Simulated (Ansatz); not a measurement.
`BOC#CS` and `C#CS` differ in one atom or group.

Ansatz, PBE0-D4/def2-TZVP geometries, multiplicity 1. Each molecule was computed in one conformer, which needn't be the lowest.

| property | `BOC#CS` |
| --- | --- |
| HOMO–LUMO gap (PBE0/def2-TZVPP) / eV | 5.30 |
| LUMO energy (PBE/def2-TZVPP) / eV | -2.27 |
| size of the dipole moment (B3LYP/def2-TZVPP) / D | 1.25 |
| zero-point energy (PBE0-D4/def2-TZVP) / kJ/mol | 117.4 |
| HOMO–LUMO gap (PBE/def2-TZVPP) / eV | 3.29 |
| HOMO energy (PBE0/def2-TZVPP) / eV | -6.62 |

(1) What does the change do to each property? (Estimate.)

Answers

(1) Ansatz gave: 
| property | `C#CS` | shift |
| --- | --- | --- |
| HOMO–LUMO gap (PBE0/def2-TZVPP) / eV | 6.66 | 1.36 |
| LUMO energy (PBE/def2-TZVPP) / eV | -1.30 | 0.97 |
| size of the dipole moment (B3LYP/def2-TZVPP) / D | 0.80 | -0.45 |
| zero-point energy (PBE0-D4/def2-TZVP) / kJ/mol | 71.9 | -45.5 |
| HOMO–LUMO gap (PBE/def2-TZVPP) / eV | 4.52 | 1.23 |
| HOMO energy (PBE0/def2-TZVPP) / eV | -6.97 | -0.35 |

With PBE0 the HOMO falls by 0.35 eV and the LUMO rises by 1.00 eV, so the gap widens by about 1.35 eV. PBE moves the HOMO by -0.27 eV and ωB97M-V by -0.39 eV. The zero-point energy changes by -45.5 kJ/mol with -9 modes. Dipoles are sizes alone; their direction can turn.

B3LYP here is the variant with VWN-RPA as its local correlation; programs differ in this.
